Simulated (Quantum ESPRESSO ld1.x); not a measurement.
Question: All-electron atom: the technetium ion Tc4+ in [Kr] 4d3. Calculated with ld1.x of Quantum ESPRESSO 7.5: Dirac Kohn-Sham, LDA (Slater exchange, VWN5 correlation), spin-unpolarised, spherical densities, point nucleus; open shells are shared between the two j in proportion to 2j + 1. Some entries of the table are withheld. Estimate them.

| orbital | occ. | eigenvalue (hartree) | <r> (bohr) |
|---|---|---|---|
| 1s1/2 | 2 | (1) | 0.03432 |
| 2s1/2 | 2 | -110.9783 | 0.1494 |
| 2p1/2 | 2 | (2) | (3) |
| 2p3/2 | 4 | (4) | (5) |
| 3s1/2 | 2 | (6) | 0.4159 |
| 3p1/2 | 2 | -17.5047 | 0.4094 |
| 3p3/2 | 4 | -16.7780 | 0.4201 |
| 3d3/2 | 4 | -11.0174 | 0.3969 |
| 3d5/2 | 6 | -10.8774 | 0.4004 |
| 4s1/2 | 2 | -4.3795 | 1.043 |
| 4p1/2 | 2 | -3.4093 | (7) |
| 4p3/2 | 4 | -3.2934 | (8) |
| 4d3/2 | 1.2 | -1.8208 | (9) |
| 4d5/2 | 1.8 | -1.8064 | (10) |

Answer: 
(1) 1s1/2 eigenvalue (hartree): -767.2398
(2) 2p1/2 eigenvalue (hartree): -102.5406
(3) 2p1/2 <r> (bohr): 0.1272
(4) 2p3/2 eigenvalue (hartree): -98.2022
(5) 2p3/2 <r> (bohr): 0.1318
(6) 3s1/2 eigenvalue (hartree): -20.7491
(7) 4p1/2 <r> (bohr): 1.123
(8) 4p3/2 <r> (bohr): 1.150
(9) 4d3/2 <r> (bohr): 1.434
(10) 4d5/2 <r> (bohr): 1.444
